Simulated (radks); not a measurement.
Values are calculated unless marked as measured or tabulated.
Polarisability of neutral rubidium, [Kr] 5s1, at imaginary frequency. Level of theory: scalar-relativistic Kohn-Sham, exchange-only LDA, spin-polarised, spherical densities, finite nucleus; open shells are filled with parallel spins first (spin-orbit coupling, left out, can overturn this in heavy ions); Fermi nuclear charge, rms radius 4.2036 fm (a radial shooting solver on a logarithmic mesh with Libxc functionals). Response by self-consistent Sternheimer equations with the Hartree and adiabatic exchange-only LDA kernel, the relativistic mass of each level held fixed and spin-orbit coupling left out.

w (hartree),alpha1(iw) (bohr^3),alpha2(iw) (bohr^5)
0.00266,327.2,9425
0.0143,308.9,9125
0.0360,236.2,7756
0.0697,136.6,5243
0.118,69.55,2914
0.186,36.69,1490
0.280,21.40,753.7
0.413,13.68,385.6
0.605,9.072,199.4
0.892,5.817,102.5
1.35,3.393,50.56
2.12,1.729,22.66
3.59,0.7548,8.540
6.94,0.2739,2.416
17.5,0.06541,0.3986

Static values: alpha1 = 327.9 bohr^3 (48.59 angstrom^3; uncoupled 399.0), alpha2 = 9436 bohr^5, alpha3 = 364100 bohr^7. C6 = 4862, C8 = 792400, triple-dipole C9 = 1159000 atomic units. One-pole (London) frequency 4 C6 / (3 alpha1^2) = 0.060 hartree, against 0.078 for minus the highest occupied eigenvalue. Recommended static value: 319.8 bohr^3 (Schwerdtfeger and Nagle, 2023 table).
